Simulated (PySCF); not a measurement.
Be(I)(iPr) (C3H7BeI), SMILES [I][Be][CH](C)C. Atoms are numbered in the order given.

```xyz
12

Be    -0.7323    -0.2225     0.0000
I      1.4399     0.0179     0.0000
C     -2.4060    -0.4046     0.0000
C     -3.0708     0.1638     1.2709
C     -3.0708     0.1638    -1.2709
H     -2.5810    -1.5018     0.0000
H     -4.1605    -0.0236     1.2722
H     -2.9359     1.2568     1.3454
H     -2.6624    -0.2798     2.1942
H     -2.6624    -0.2798    -2.1942
H     -4.1605    -0.0236    -1.2722
H     -2.9359     1.2568    -1.3454
```

The structure is a stationary point at B3LYP-D3(BJ)/def2-SVP. The structure was generated by enumeration; whether it is a known compound was not checked. The def2 effective core potentials stand for the cores of I; spin–orbit coupling is left out. One conformer was computed; it need not be the lowest.

Computed with PySCF with r2SCAN/def2-TZVP.

The molecule is in vacuum.

**Question.** Estimate the frontier levels, gap, dipole moment and polarisability. (An estimate is asked for; the answer gives what the named calculation found.)

**Answer.** 
The highest occupied level is -6.60 eV and the lowest empty level comes out as -0.85 eV. The orbital gap is 5.75 eV and the dipole moment is 0.92 D. The quadrupole, principal values (traceless, Buckingham form, about the centre of nuclear charge) is -1.67, 0.24, 1.44 D·Å and the mean static polarisability is 84.8 bohr³ (12.56 Å³). The polarisability, principal values comes out as 69.8, 77.1, 107.3 bohr³.
